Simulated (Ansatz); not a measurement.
`C[N](C)[InH2]` and `CNC` differ in one atom or group.

Ansatz, PBE0-D4/def2-TZVP geometries, multiplicity 1. 

Elements past krypton have def2 core potentials.

```
                                      property  `C[N](C)[InH2]`
          HOMO–LUMO gap (PBE0/def2-TZVPP) / eV             4.74
         LUMO energy (ωB97M-V/def2-TZVPP) / eV             0.15
            HOMO energy (PBE0/def2-TZVPP) / eV            -5.94
           LUMO energy (B3LYP/def2-TZVPP) / eV            -1.46
zero-point energy (PBE0-D4/def2-TZVP) / kJ/mol            245.0
       HOMO–LUMO gap (ωB97M-V/def2-TZVPP) / eV             8.33
```

Task: Give the same properties after the change, and the shifts. (An estimate is asked.)

Result: Computed: 
```json
{"property": "HOMO–LUMO gap (PBE0/def2-TZVPP) / eV", "`CNC`": "7.59", "shift": "2.85"}
{"property": "LUMO energy (ωB97M-V/def2-TZVPP) / eV", "`CNC`": "2.65", "shift": "2.50"}
{"property": "HOMO energy (PBE0/def2-TZVPP) / eV", "`CNC`": "-6.37", "shift": "-0.43"}
{"property": "LUMO energy (B3LYP/def2-TZVPP) / eV", "`CNC`": "0.87", "shift": "2.33"}
{"property": "zero-point energy (PBE0-D4/def2-TZVP) / kJ/mol", "`CNC`": "242.9", "shift": "-2.1"}
{"property": "HOMO–LUMO gap (ωB97M-V/def2-TZVPP) / eV", "`CNC`": "11.40", "shift": "3.07"}
```

With PBE0 the HOMO falls by 0.43 eV and the LUMO rises by 2.44 eV, so the gap widens by about 2.87 eV. PBE moves the HOMO by -0.10 eV and ωB97M-V by -0.56 eV. The zero-point energy changes by -2.1 kJ/mol with -6 modes.

B3LYP here is the variant with VWN-RPA as its local correlation; programs differ in this.
